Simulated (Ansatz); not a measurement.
Frontier orbitals of B₂BrH₃O, SMILES `BB(O)Br`.

Z-matrix (Å, degrees):
```
B
B 1 1.660
H 1 1.196 2 121.0
H 1 1.196 2 121.0 3 -173.3
O 2 1.338 1 132.3 3 -93.3
Br 2 1.968 1 107.5 3 86.7
H 5 0.963 2 114.5 1 180.0
```

Charge 0, multiplicity 1. Correlated methods include outer-core shells of Br, which these sets cover unevenly. Scalar relativity is left out up to krypton. Geometry: relaxed with PBE0-D4/def2-TZVP. It is one conformer, not always the lowest. Basis def2-TZVPP, Ansatz 0.2.0.

Orbital energies of one run (eV). Highest occupied ones, from the top: -10.96, -11.46, -11.73, -12.90, -14.25, -14.60, -16.01, -17.91, -19.93, -25.34, -32.50, -73.18, -73.18, -73.31. Empty: 0.35, 1.88, 2.75, 3.85, 4.26, 4.71.

Q: Which functional gave them?
A. LC-ωPBE
B. ωB97M-V
C. r2SCAN0
D. LDA (SPW92)

A: A. HOMO energies: LC-ωPBE -10.96, r2SCAN0 -8.48, ωB97M-V -10.46, LDA (SPW92) -7.19 eV.

LC-ωPBE has ω = 0.4 bohr⁻¹.
